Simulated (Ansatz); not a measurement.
## Abstraction of Cl: C2H4Cl2Si + SiH3(SiH2) → C2H4ClSi + SiH2(SiH3)Cl

Species: C2H4Cl2Si `C=C[SiH](Cl)Cl`, singlet; SiH3(SiH2), doublet; C2H4ClSi `C=C[SiH]Cl`, doublet; SiH2(SiH3)Cl, singlet. A radical takes Cl: the energy is the difference in strength between two Si–Cl bonds in different surroundings.

Shapes, held fixed at every level: PBE0-D4/def2-TZVP. Flexible molecules stand in one conformer, not always the lowest. Programs: Ansatz 0.2.0. The zero-point and thermal change to 298 K, harmonic and unscaled (PBE0-D4/def2-TZVP), is +0.8 kJ/mol.

```
               level                    kind  ΔH(298 K) (kJ/mol)  less CCSD(T)/CBS estimate  CPU time (sum over the molecules)
       HF/def2-TZVPP            Hartree–Fock               +18.2                       -8.6                                  –
    SPW92/def2-TZVPP                     LDA               +18.8                       -8.0                               10 s
   PBE-D4/def2-TZVPP                     GGA               +18.2                       -8.6                               20 s
r2SCAN-D4/def2-TZVPP                meta-GGA               +21.9                       -4.9                               39 s
  wB97M-V/def2-TZVPP  range-separated hybrid               +26.2                       -0.6                               84 s
   B2PLYP/def2-TZVPP           double hybrid               +22.0                       -4.8                               36 s
        MP2/def2-SVP     perturbation theory               +50.5                      +23.7                                  –
CCSD(T)/CBS estimate   coupled cluster or CI               +26.8                        0.0                            9.2 min
```

The highest level, CCSD(T)/CBS estimate, gives ΔH(298 K) = +26.8 kJ/mol; the levels span +18.2 to +50.5. The column of differences is taken from that level and isn't an error. No measured value is set beside it here. Spin contamination: C2H4ClSi (⟨S²⟩ up to 0.87). Open shells run unrestricted unless RO is named. The CBS estimate extrapolates MP2 from def2-TZVPP and def2-QZVPP and adds CCSD(T) − MP2 in the triple-zeta set, cores frozen. Times are processor times on shared x86 and Arm servers, and rough.
